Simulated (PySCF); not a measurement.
**InP, PBE0: how much the basis matters**

PySCF, UKS reference; triplet, unpaired electrons π ↑↑; De to In + P without counterpoise correction.

```csv
basis,relativity,functions,Re (Å),ωe (cm⁻¹),De (eV),μ (D)
x2c-SVPall,spin-free X2C,54,2.644,260,1.95,-1.84
def2-SVPD,scalar-relativistic core potentials,56,2.666,258,1.99,-2.02
cc-pVTZ-PP/cc-pV(T+d)Z,scalar-relativistic core potentials,78,2.649,256,1.96,-2.02
def2-TZVPP,scalar-relativistic core potentials,92,2.644,256,1.98,-2.13
def2-TZVPPD,scalar-relativistic core potentials,104,2.644,256,1.99,-2.09
```

(1) How does each smaller set differ from the one with most functions, def2-TZVPPD?

A positive dipole means In(−)P(+). These are scalar-relativistic numbers at best; spin–orbit coupling would shift them, the dissociation energy most. The state was picked by a PBE0 search and need not be the measured ground state.

Answers

(1) x2c-SVPall: +0.0 pm, +1.6 % in ωe, -0.04 eV in De; def2-SVPD: +2.2 pm, +0.8 % in ωe, +0.00 eV in De; cc-pVTZ-PP/cc-pV(T+d)Z: +0.5 pm, +0.0 % in ωe, -0.03 eV in De; def2-TZVPP: +0.0 pm, +0.0 % in ωe, -0.01 eV in De. All at PBE0; the set with most functions is neither the basis-set limit nor always the best. The rows treat relativity differently, so the differences are not basis effects alone.
